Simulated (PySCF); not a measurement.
Mo(O)(NMe)(OH)(SH) (CH₅MoNO₂S), SMILES [OH][Mo](=[O])(=[N]C)[SH], multiplicity 1.

Geometry optimised at B3LYP-D3(BJ)/def2-SVP. The multiplicity is an assumed one; other spin states were not compared. The def2 effective core potentials stand for the cores of Mo; spin–orbit coupling is left out. One conformer was computed; it need not be the lowest.

All values below come from M06-2X/def2-TZVP (PySCF).

Isolated molecule, no solvent.

Q: Estimate the frontier levels, gap, dipole moment and polarisability. (An estimate is asked for; the answer gives what the named calculation found.)

A: 
The highest occupied level comes out as -8.75 eV and the lowest empty level is -1.19 eV. The orbital gap is 7.56 eV. The dipole moment is 3.07 D and the quadrupole, principal values (traceless, Buckingham form, about the centre of nuclear charge) is -13.36, 0.98, 12.38 D·Å. The mean static polarisability is 88.4 bohr³ (13.11 Å³). The polarisability, principal values comes out as 72.2, 84.3, 108.9 bohr³.
